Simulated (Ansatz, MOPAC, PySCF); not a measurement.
Noncovalent pair: CH5N (SMILES CN) (first 7 atoms) with CH4S (SMILES CS); geometry from B3LYP-D3(BJ)/def2-TZVP, rigid monomers moved along the line of their centres of mass till N2···H13 is 1.95 Å.
(charge 0, multiplicity 1):
```xyz
13

C      0.41790     0.39043     0.46302
N     -0.36245    -0.81726     0.73830
H      1.42491     0.26215     0.86161
H     -0.03482     1.23312     0.98713
H      0.50299     0.64915    -0.59934
H      0.06953    -1.63557     0.32694
H     -1.29530    -0.74311     0.35045
C      1.17304     0.08240     4.06729
S     -0.63439    -0.09990     3.91347
H      1.56111     0.80058     3.34704
H      1.37000     0.45356     5.07159
H      1.67580    -0.87510     3.94421
H     -0.62785    -0.59460     2.65222
```

Interaction energies are E(AB) − E(A) − E(B) at the monomers' geometry in the complex; basis-set methods are counterpoise corrected. Rows marked so take none.

Correlated levels freeze the cores. Rows in 3-21G, 6-31G* carry no dispersion term and start afresh at each structure (6-31G* with six Cartesian d functions). The state that PM3, PM6, PM7 reach isn't checked; PM7 holds dispersion and hydrogen-bond terms.

The values were computed with Ansatz (a program for electronic structure) with Gaussian orbitals; MOPAC for PM3, PM6, PM7 (differences of heats of formation); PySCF for 3-21G rows, 6-31G* rows, the dispersion terms. Each number belongs to the level named beside it.

Other levels give for the interaction energy: PBE/def2-TZVPPD -2.57; B3LYP/def2-TZVPPD -0.55; B3LYP-D3(BJ)/def2-TZVPPD -3.53; wB97M-V/def2-TZVPPD -2.67; CCSD(T)/aug-cc-pV(D+d)Z -1.79 kcal/mol.

Common cheap choices:

```
level                           interaction energy (kcal/mol)
------------------------------  -----------------------------
PM3                                                      0.42
PM6                                                     -2.52
PM7                                                     -2.78
HF/6-31G*                                                1.36
HF/6-31G* (no counterpoise)                              0.18
BP86/6-31G* (no counterpoise)                           -4.08
B3LYP/3-21G (no counterpoise)                           -8.52
B3LYP/6-31G* (no counterpoise)                          -3.37
```
